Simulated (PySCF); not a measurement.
Molecule: Ge(Cl)(Br)2(Me), CH3Br2ClGe, SMILES [CH3][Ge]([Br])([Br])[Cl], singlet. Atoms near the plane z = 1.2 Å, at the B3LYP/def2-SVP optimised geometry (x, y, z in Å): C1 (-1.4, -2.1, 1.6), Ge2 (-0.7, -1.1, 0.0), Cl3 (1.4, -1.1, 0.0), Br4 (-1.4, 1.1, 0.0), H6 (-1.0, -3.1, 1.5), H7 (-2.5, -2.0, 1.5), H8 (-1.0, -1.6, 2.5).

Level of theory: PySCF with B3LYP/def2-TZVP. Cells within 0.4 Å of a nucleus heavier than hydrogen are left out (blank, or x). The values are rescaled to run from 0 to 1.

```
|000000000000000000000000000|
|000011110000000000000000000|
|000111111000000000000000000|
|000111111100000000000000000|
|000111121110000000000000000|
|000112233210000000000000000|
|000123455421000000000000000|
|000124688642100000000000000|
|000125899953100000000000000|
|000125999963210000000000000|
|000125899964221100000000000|
|000124689865332110000000000|
|111123567776543210000000000|
|111223567899865321100000000|
|122234579999996432211000000|
|222345799999998544432110000|
|233456899999999756654210000|
|344568999999999767775311000|
|457999999999999766664211000|
|479999999999998644443210000|
|599999999999996433221100000|
|59999999x999975422110000000|
|479999999999864321100000000|
|457999999999754321000000000|
|334557999999853221100000000|
|233334699999843221100000000|
|222233589999643221110000000|
```
Scale: ten equal steps from 0.000 (start of '0') to 1.00 (end of '9'), in the order '0123456789'; x runs from -3.50 to 3.50, y from -3.50 (bottom) to 3.50 (top).

**Question.** Which quantity is mapped?
A) electrostatic potential
B) deformation density (molecule minus spherical neutral atoms)
C) an orbital amplitude
D) Laplacian of the electron density

**Answer.** A, electrostatic potential. In full: electrostatic potential (hartree/e), clipped to [-0.08, 0.12].
